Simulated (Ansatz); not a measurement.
Frontier orbitals of Cl3GeH3OSi, SMILES `[SiH3][O][Ge]([Cl])([Cl])[Cl]`.

Cartesian coordinates in Å:
```
Si 0.8852 -1.3757 0.0032
O 0.3209 0.0454 -0.6268
Ge -0.7669 1.2959 -0.1228
Cl -2.6923 0.4800 0.2290
Cl -0.8570 2.7277 -1.6708
Cl -0.0568 2.1952 1.6615
H 1.7971 -1.9533 -1.0102
H -0.2462 -2.2994 0.2680
H 1.6160 -1.1160 1.2689
```

The species carries charge 0 and has multiplicity 1. Correlated methods include outer-core shells of Ge, which these sets cover unevenly. Scalar relativity is left out up to krypton. The structure was optimised at the PBE0-D4/def2-TZVP level. It is one conformer, not always the lowest. Basis def2-TZVPP, Ansatz 0.2.0.

```csv
functional,HOMO (eV),LUMO (eV),gap (eV)
PBE,-7.84,-2.76,5.08
BLYP,-7.73,-2.69,5.04
PBE0,-9.31,-1.75,7.56
B3LYP,-9.08,-2.06,7.02
LC-ωPBE,-12.13,0.58,12.71
ωB97M-V,-11.61,0.32,11.93
```

From PBE to PBE0 the HOMO moves by −1.48 eV and the LUMO by +1.01 eV, and with ωB97M-V by −3.77 and +3.08 eV, so the gap grows from 5.08 to 11.93 eV with exact exchange. A positive LUMO is unbound and depends on the basis.

B3LYP here is the variant with VWN-RPA as its local correlation; programs differ in this. LC-ωPBE has ω = 0.4 bohr⁻¹.
